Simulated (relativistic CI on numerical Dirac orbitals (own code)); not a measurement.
Sensitivity of the levels of Au III to α and to the nuclear radius

Method of calculation: Dirac-Coulomb-Breit CI, KLI orbitals optimised for each configuration, valence Slater integrals scaled by 0.85, P86 correlation energy added to each configuration, derivatives by finite differences, QED left out (own radial code, finite nucleus).

CI space (outside the closed core [Xe] 4f14): 5d9, 5d8.6s, 5d7.6s2, 5d8.6p, 5d8.5f, 5d7.6s.6p, 5d8.6d, 5d8.6f. Levels of other configurations are missing.

With x = (α/α₀)² − 1 an excitation energy changes as ω = ω₀ + qx; K = 2q/ω₀ is the relative enhancement. Terms are leading LS components, so labels can repeat. The field-shift factor is F = δν/δ⟨r²⟩ for the transition from the lowest level.

Lowest level 5d9 2D_5/2.

| Level | ω₀ (cm⁻¹) | q (cm⁻¹) | F (GHz/fm²) |
| --- | --- | --- | --- |
| 5d9 2D_3/2 | 11772.9 | 10030 | 2.7 |
| 5d8.6s 4F_9/2 | 33036.0 | -48960 | 82.4 |
| 5d8.6s 4F_7/2 | 38667.2 | -45160 | 80.4 |
| 5d8.6s 2D_5/2 | 42897.2 | -46390 | 80.9 |
| 5d8.6s 4F_3/2 | 44221.1 | -44410 | 79.8 |
| 5d8.6s 4F_5/2 | 47522.9 | -39240 | 82.7 |
| 5d8.6s 2F_7/2 | 49500.2 | -38060 | 77.2 |
| 5d8.6s 4P_3/2 | 53705.1 | -38110 | 84.2 |
| 5d8.6s 4P_1/2 | 53890.9 | -43510 | 83.2 |
| 5d8.6s 2F_5/2 | 56030.9 | -36180 | 79.5 |
| 5d8.6s 4P_3/2 | 58497.2 | -37740 | 84.3 |
| 5d8.6s 2G_9/2 | 61456.2 | -39140 | 83 |
| 5d8.6s 2G_7/2 | 62241.2 | -37800 | 82.1 |
| 5d8.6s 2P_1/2 | 63806.7 | -39660 | 82.6 |
| 5d8.6s 2D_5/2 | 67174.5 | -25840 | 81.5 |
| 5d8.6s 2D_3/2 | 67182.4 | -30850 | 83.7 |
| 5d7.6s2 4F_9/2 | 89647.8 | -100800 | 170 |
| 5d8.6s 2S_1/2 | 90276.3 | -31320 | 84.5 |
| 5d8.6p 4D°_7/2 | 90364.7 | -33490 | 11.6 |
| 5d8.6p 2G°_9/2 | 93671.1 | -32570 | 10.8 |
| 5d8.6p 2D°_3/2 | 98237.3 | -36160 | 15 |
| 5d8.6p 4D°_5/2 | 98304.6 | -31380 | 13 |
| 5d7.6s2 4F_7/2 | 100165.7 | -90220 | 172 |

For a near-neutral ion this model can misplace configurations by up to about 10,000 cm⁻¹ (more where the count of f electrons changes) and terms by 10 to 25 % of their spread. Rates follow the energies as ν³ (E1, M1) or ν⁵ (E2), so they and the lifetimes can be off by large factors. The fine structure of a lone outer electron comes out too small, for d and f at times inverted, and misplaced configurations move strength between like terms.

Problem. Which transition from the lowest level has the largest |K|?

Solution. 5d8.6s 4F_9/2 at 33036.0 cm⁻¹, K = -2.96.
